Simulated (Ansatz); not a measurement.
FGaH3OSi (`[F][Ga][O][SiH3]`) radical. Total charge 0; spin multiplicity 2.

```xyz
7

F    -3.423    0.499    0.571
Ga   -2.075   -0.077   -0.401
O    -0.459    0.183    0.304
Si    1.120   -0.089   -0.041
H     1.717   -0.944    1.017
H     1.846    1.206   -0.097
H     1.272   -0.779   -1.354
```

What are the harmonic wavenumbers in cm⁻¹ at PBE0-D4/def2-TZVP (Ansatz, finite differences of forces, unscaled)? (Estimate.)

Ansatz gave: 24, 57, 83, 177, 487, 660, 718, 732, 954, 956, 980, 1012, 2203, 2228, 2229.

Is this a minimum?

Yes, all 15 modes are real.

Give the ideal-gas thermochemistry at 298.15 K and 1 bar (rigid rotor, harmonic oscillator; point group Cs, symmetry number 1).

Zero-point energy 80.7 kJ/mol; H(298) − E = 100.7 kJ/mol; entropy 366.5 J/(mol·K), of which translation 170.1, rotation 110.9, vibration 79.7, electronic 5.8; G(298) − E = -8.6 kJ/mol. Modes under 100 cm⁻¹ are hindered rotations or soft bends, so the harmonic entropy is rough.
